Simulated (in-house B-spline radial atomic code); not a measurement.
Inner levels of bismuth as electrons are removed. A shift is the extra binding of the orbital against the neutral atom ([Xe] 4f14 5d10 6s2 6p3). The density at the nucleus is averaged over the nuclear charge. Computed with an all-electron radial atomic-structure program (B-spline basis): Dirac-Hartree-Fock, average of the configuration, finite nuclei.

```csv
ion,configuration,shift of 2s1/2 (eV),shift of 4d3/2 (eV),shift of 4p1/2 (eV),radius of 2s1/2 (bohr),radius of 4d3/2 (bohr),radius of 4p1/2 (bohr),Σ<r²> (bohr²),change of density at nucleus (bohr⁻³)
Bi17+,[Kr] 4d10 4f14 5s2 5p4,371.12,354.56,356.03,0.065743,0.41225,0.37723,11.652,584.32
Bi18+,[Kr] 4d10 4f14 5s2 5p3,?,?,?,?,?,?,?,?
Bi19+,[Kr] 4d10 4f14 5s2 5p2,440.15,418.17,419.61,0.065739,0.41093,0.37687,9.8556,807.81
Bi20+,[Kr] 4d10 4f14 5s2 5p1,475.67,450.73,452.16,0.065736,0.41024,0.37668,9.0044,922.94
Bi21+,[Kr] 4d10 4f14 5s2,?,?,?,?,?,?,?,?
Bi22+,[Kr] 4d10 4f13 5s2,566.56,531.58,534.9,0.065736,0.40676,0.375,7.8112,1415.18
Bi23+,[Kr] 4d10 4f13 5s1,605.71,567.51,571,0.065736,0.40588,0.37463,7.1336,-1352.47
Bi24+,[Kr] 4d10 4f13,645.49,603.91,607.56,0.065735,0.40499,0.37424,6.4755,-4239.09
Bi25+,[Kr] 4d10 4f12,703.45,653.92,659.54,0.065737,0.4022,0.3727,6.165,-4048.86
Bi26+,[Kr] 4d10 4f11,762.99,704.93,712.53,0.06574,0.39939,0.37111,5.8704,-3846.38
Bi27+,[Kr] 4d10 4f10,?,?,?,?,?,?,?,?
Bi28+,[Kr] 4d10 4f9,886.76,809.82,821.46,0.065745,0.39376,0.36785,5.3239,-3404.22
Bi29+,[Kr] 4d10 4f8,950.96,863.69,877.36,0.065747,0.39095,0.36617,5.0698,-3164.37
Bi30+,[Kr] 4d10 4f7,1016.69,918.49,934.19,0.06575,0.38815,0.36447,4.8272,-2912.3
Bi31+,[Kr] 4d10 4f6,1083.95,974.2,991.94,0.065753,0.38535,0.36274,4.5954,-2647.81
```

(1) Fill in the row of Bi18+.

(2) Fill in the row of Bi21+.

(3) Fill in the row of Bi27+.

## Answers

(1) shift of 2s1/2 (eV): 405.29; shift of 4d3/2 (eV): 386.11; shift of 4p1/2 (eV): 387.56; radius of 2s1/2 (bohr): 0.065741; radius of 4d3/2 (bohr): 0.4116; radius of 4p1/2 (bohr): 0.37706; Σ<r²> (bohr²): 10.737; change of density at nucleus (bohr⁻³): 694.78.

(2) shift of 2s1/2 (eV): 511.87; shift of 4d3/2 (eV): 483.78; shift of 4p1/2 (eV): 485.2; radius of 2s1/2 (bohr): 0.065734; radius of 4d3/2 (bohr): 0.40952; radius of 4p1/2 (bohr): 0.37646; Σ<r²> (bohr²): 8.182; change of density at nucleus (bohr⁻³): 1040.34.

(3) shift of 2s1/2 (eV): 824.1; shift of 4d3/2 (eV): 756.9; shift of 4p1/2 (eV): 766.51; radius of 2s1/2 (bohr): 0.065742; radius of 4d3/2 (bohr): 0.39657; radius of 4p1/2 (bohr): 0.3695; Σ<r²> (bohr²): 5.5904; change of density at nucleus (bohr⁻³): -3631.43.
